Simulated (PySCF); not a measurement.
**Radial density of Sr⁺ (strontium, charge +1)**

UHF, [Kr] 5s1, 2S determinant. Calculation: PySCF 2.14, in def2-TZVPPD with the def2 core potential (28 electrons) (6s4p3d1f, 40 functions); scalar relativity through the core potential. This is the valence pseudo-density: the core potential removes the inner electrons and smooths the orbitals near the nucleus.

| r (bohr) | 4πr²ρ (e/bohr) | 4πr²(ρα − ρβ) |
| --- | --- | --- |
| 0.0852 | 2.043e-05 | 0.0000 |
| 0.143 | 0.0001238 | 0.0000 |
| 0.241 | 0.001339 | 0.0000 |
| 0.405 | 0.03836 | 0.0008 |
| 0.682 | 1.232 | 0.0211 |
| 1.15 | 6.539 | 0.0427 |
| 1.93 | 3.404 | 0.0231 |
| 3.24 | 0.4957 | 0.3148 |
| 5.46 | 0.1417 | 0.1413 |
| 9.18 | 0.002638 | 0.0026 |

Energies and moments cover only the electrons outside the core potential.
